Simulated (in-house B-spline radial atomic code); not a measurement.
Checks on a self-consistent run for Eu, [Kr] (4d3/2)3 (4d5/2)6 (4f5/2)2 (4f7/2)5 5s2 5p6 6s2 10s1. Computed with an all-electron radial atomic-structure program (B-spline basis): Dirac-Hartree-Fock, average of the jj configuration, Fermi nucleus of rms radius 5.1115 fm.

| orbital | q | ε (Eh) | <1/r> | <r²> | small-component weight |
| --- | --- | --- | --- | --- | --- |
| 1s1/2 | 2 | -1794.36303 | 70.2184 | 0.000679103 | 0.054968 |
| 2s1/2 | 2 | -299.62169 | 16.742 | 0.0106033 | 0.012139 |
| 2p1/2 | 2 | -283.56370 | 16.6789 | 0.00774062 | 0.012141 |
| 2p3/2 | 4 | -259.70345 | 14.8153 | 0.00897305 | 0.01129 |
| 3s1/2 | 2 | -68.33373 | 6.1141 | 0.0705118 | 0.0038498 |
| 3p1/2 | 2 | -61.38037 | 6.01755 | 0.0659532 | 0.0037783 |
| 3p3/2 | 4 | -56.43427 | 5.54917 | 0.0729937 | 0.003545 |
| 3d3/2 | 4 | -44.54208 | 5.40597 | 0.0587153 | 0.0033999 |
| 3d5/2 | 6 | -43.54563 | 5.29212 | 0.0605847 | 0.0033356 |
| 4s1/2 | 2 | -14.90068 | 2.53024 | 0.359501 | 0.0011926 |
| 4p1/2 | 2 | -12.02446 | 2.42112 | 0.380201 | 0.0011163 |
| 4p3/2 | 4 | -11.06720 | 2.27344 | 0.416762 | 0.0010443 |
| 4d3/2 | 3 | -6.40051 | 2.05377 | 0.482481 | 0.00088236 |
| 4d5/2 | 6 | -6.32190 | 2.01276 | 0.497615 | 0.00085778 |
| 4f5/2 | 2 | -0.97602 | 1.51207 | 0.92378 | 0.00051768 |
| 4f7/2 | 5 | -1.05520 | 1.5174 | 0.896896 | 0.00052078 |
| 5s1/2 | 2 | -2.49596 | 0.965048 | 2.09615 | 0.00024638 |
| 5p1/2 | 2 | -1.61476 | 0.856656 | 2.63151 | 0.00019861 |
| 5p3/2 | 4 | -1.46745 | 0.80819 | 2.91082 | 0.00018154 |
| 6s1/2 | 2 | -0.40078 | 0.331328 | 15.786 | 3.2306e-05 |
| 10s1/2 | 1 | -0.01575 | 0.028051 | 2545.12 | 5.8507e-07 |

Electron-electron repulsion V_ee = 3945.1577 hartree.

**Question.** What total energy follows from the eigenvalues?

**Answer.** The eigenvalues count the repulsion twice, so E = Σqε - V_ee = -6895.907 - 3945.158 = -10841.064 hartree; the run printed -10841.064.

**Question.** Does the Dirac virial theorem hold?

**Answer.** For a point nucleus E = -2c²Σq·w, with w the small-component weight. Here Σq·w = 0.28861 and c = 137.0360, so the ratio E/(-2c²Σq·w) is 1.000125; the finite nucleus accounts for the departure from 1.

**Question.** What diamagnetic shielding (Lamb formula) and susceptibility (Langevin formula) do the radii give?

**Answer.** σ = (α²/3)Σq<1/r> = 421.789/(3·137.036²) = 7486.9 ppm, and χ = -0.79199×10⁻⁶·Σq<r²> = -2069×10⁻⁶ cm³/mol with Σq<r²> = 2612.9 bohr². Both are non-relativistic formulas without the paramagnetism of open shells; for so heavy an element the full relativistic shielding is larger by tens of per cent.
